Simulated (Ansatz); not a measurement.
Program: Ansatz. Geometries: PBE0-D4/def2-TZVP. ΔE: electronic, gas phase. CCSD(T)/CBS is the MP2 limit (def2-TZVPP, def2-QZVPP) plus CCSD(T) − MP2 in def2-TZVPP, frozen cores. DFT in def2-TZVPP. B3LYP here is the variant with VWN-RPA as its local correlation; programs differ in this. One conformer a species, not always the lowest.

`CN(C)[CH2][AlH2]` + `OCS` → `[AlH2][CH2]OCS` + `CNC`  (substitution at a C–N bond)

`CN(C)[CH2][AlH2]`:

Z-matrix (Å, degrees):
```
C
N 1 1.441
H 1 1.094 2 110.2
H 1 1.107 2 112.7 3 -120.9
H 1 1.092 2 110.2 3 118.5
C 2 1.445 1 110.9 3 -174.8
C 2 1.451 1 111.7 3 59.6
H 6 1.092 2 109.9 1 176.4
H 6 1.106 2 112.5 1 -63.3
H 6 1.093 2 110.1 1 57.4
Al 7 1.967 2 115.5 1 -64.2
H 7 1.112 2 112.2 1 63.7
H 7 1.101 2 108.7 1 178.3
H 11 1.589 7 122.5 2 -2.3
H 11 1.591 7 117.7 2 179.4
```

`OCS`:

Z-matrix (Å, degrees):
```
C
S 1 1.793
O 1 1.405 2 110.6
H 1 1.095 2 109.2 3 123.4
H 1 1.097 2 104.5 3 -120.8
H 2 1.343 1 96.4 3 -70.0
H 3 0.962 1 108.1 2 177.5
```

`[AlH2][CH2]OCS`:

Cartesian coordinates in Å:
```
Al 0.265 -2.441 0.404
C -0.386 -0.582 0.403
O 0.081 0.123 -0.736
C -0.288 1.462 -0.770
S 0.515 2.522 0.475
H 1.292 -2.964 -0.683
H -0.271 -3.395 1.556
H -0.050 -0.079 1.325
H -1.489 -0.553 0.445
H -0.046 1.838 -1.763
H -1.362 1.590 -0.585
H 1.740 2.478 -0.072
```

`CNC`:

Z-matrix (Å, degrees):
```
C
N 1 1.445
H 1 1.094 2 109.4
H 1 1.092 2 110.0 3 117.9
H 1 1.104 2 114.0 3 -120.2
C 2 1.445 1 112.8 3 65.3
H 2 1.011 1 109.8 3 -171.9
H 6 1.104 2 114.0 1 54.9
H 6 1.094 2 109.4 1 -65.3
H 6 1.092 2 110.0 1 176.8
```

```tsv
level	ΔE (kJ/mol)
B3LYP-D4	5.2
r2SCAN	6.7
CCSD/def2-TZVPP	11.4
CCSD(T)/def2-TZVPP	12.1
```

Q: What does CCSD(T)/CBS give? (Best estimate.)

A: The calculation gave: +13.3 kJ/mol. The listed levels differ from it by -8.1, -6.6, -1.9, -1.2 kJ/mol.

Largest T1 diagnostic among the species: 0.012.

The D4 term adds +4.6 kJ/mol with B3LYP and +2.4 kJ/mol with PBE0; it sums over pairs of atoms, weighted by their polarisabilities, and B3LYP, whose exchange is more repulsive, gets the larger term. From PBE to PBE0 (25 % exact exchange), in def2-TZVPP and without D4, ΔE moves by +3.2 kJ/mol.
